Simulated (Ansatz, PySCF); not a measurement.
C$_{2}$H$_{4}$NO, doublet, geometry from GFN2-xTB. Base run: CASSCF(5,5)/6-31G (PySCF).

Input for PySCF:
```python
from pyscf import gto, scf, mcscf
import numpy

mol = gto.M(
    atom='''
C    -1.51263005   -0.26195055   -0.00835259
N    -0.31440112   -0.16756979   -0.73455845
C     0.85703204   -0.04582669   -0.16687219
O     1.25242822    0.56344039    0.80713494
H    -2.31937615    0.16986520   -0.60197710
H    -1.76486500   -1.31267809    0.18378564
H    -1.41030325    0.22237293    0.97424817
H     1.60951439   -0.56743129   -0.81987828
''',
    basis='6-31g',
    spin=1,
    verbose=4,
)

mf = scf.ROHF(mol)
mf.kernel()
mc = mcscf.CASSCF(mf, 5, 5)
mc.fix_spin_(ss=0.75)
mc.kernel()
occ = numpy.linalg.eigvalsh(mc.fcisolver.make_rdm1(mc.ci, mc.ncas, mc.nelecas))[::-1]
ss = mc.fcisolver.spin_square(mc.ci, mc.ncas, mc.nelecas)[0]
print('natural occupations', occ.round(4), ' <S^2>', round(ss, 4))
```

Programs used: Ansatz (an electronic-structure program), PySCF; a row that names a program was run with it.

The base run was repeated with changes; each row names its change, and settings that it needs were set with it.

| change | ΔE vs base (mEh) | natural occupations | <S^2> of the state | outcome |
|---|---|---|---|---|
| base | 0.000 | 1.98 1.93 1.00 0.07 0.02 | 0.75 | converged |
| active space = 9 electrons, 9 orbitals | -52.627 | 1.98 1.98 1.98 1.94 1.00 0.06 0.02 0.02 0.02 | 0.75 | converged |
| solver = newton | 0.000 | 1.98 1.93 1.00 0.07 0.02 | 0.75 | converged |
| active space = 5 electrons, 6 orbitals | -3.354 | 1.98 1.92 1.00 0.07 0.02 0.00 | 0.75 | converged |
| active space = 9 electrons, 8 orbitals | - | - | - | not converged |
| state_average = 2 states | 28.991 | - | - | converged |
| orbitals = fixed (CASCI); correction = SC-NEVPT2 | -318.3 | 2.00 1.99 1.00 0.01 0.00 | 0.75 | converged |
| active space = 3 electrons, 5 orbitals | 35.772 | 1.91 1.00 0.08 0.00 0.00 | 0.75 | converged |
| code = ansatz; correction = SC-NEVPT2, all electrons | -307.1 | - | - | converged |
| conv_tol = 1e-5 | 0.169 | 1.98 1.93 1.00 0.07 0.02 | 0.75 | converged |
| correction = SC-NEVPT2 | -307.1 | 1.98 1.93 1.00 0.07 0.02 | 0.75 | converged |

Active orbitals are taken around the Fermi level unless the row says otherwise; CASSCF can end in different local minima, and two programs can end on different orbitals. State-averaged rows give the lowest state.

Open shells are given as the SCF converged; they aren't shown to be the lowest states, and a large step between rows can be another state.
